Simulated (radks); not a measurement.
These are the eigenvalues of the occupied orbitals of an atom or ion with whole-number occupations (hartree). Method: scalar-relativistic Kohn-Sham, PBE, spin-polarised, spherical densities, finite nucleus; Fermi nuclear charge, rms radius of each element as measured or else 0.836 A^(1/3) + 0.57 fm; computed with a radial shooting solver on a logarithmic mesh with Libxc functionals.

| orbital | eigenvalue |
|---|---|
| 1s down | -888.9878 |
| 1s up | -888.9877 |
| 2s up | -130.6004 |
| 2s down | -130.5875 |
| 2p up | -117.1874 |
| 2p down | -117.1777 |
| 3s up | -24.31262 |
| 3s down | -24.30627 |
| 3p up | -19.90427 |
| 3p down | -19.89697 |
| 3d up | -12.90391 |
| 3d down | -12.89235 |
| 4s up | -4.08403 |
| 4s down | -4.03063 |
| 4p up | -2.82157 |
| 4p down | -2.76598 |
| 4d up | -1.02870 |
| 4d down | -0.97474 |

Which element is it, and in what charge state? The configuration may be excited. Open shells, if any, are filled with parallel spins first.

Answer. Z = 46, palladium, charge +2: Pd2+ in [Kr] 4d8. The list shows which subshells hold electrons but not how many an open one holds; the 1s level, -888.99 hartree, gives Z - s = 42.2 by -(Z - s)^2/2, which with screening and relativity narrows Z to a few neighbours, and the depths of the outer levels then fix element, charge and occupations together.
